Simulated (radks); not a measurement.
Question: All-electron calculation, non-relativistic Kohn-Sham, LB94 model potential, spin-unpolarised, spherical densities, point nucleus. Program: a radial shooting solver on a logarithmic mesh with Libxc functionals. Response by self-consistent Sternheimer equations with the Hartree and adiabatic LDA kernel. For heavy and open-shell atoms this level of theory can miss by tens of per cent. Rank Kr+, C+, Rh2+, Cu+, Si+, O2+, Rh, V+ (NIST ground configurations) by static dipole polarisability, largest first.

Answer: Rh 43.22, Si+ 18.07, V+ 11.81, Kr+ 10.76, Rh2+ 6.869, C+ 5.904, Cu+ 5.731, O2+ 1.652 bohr^3.
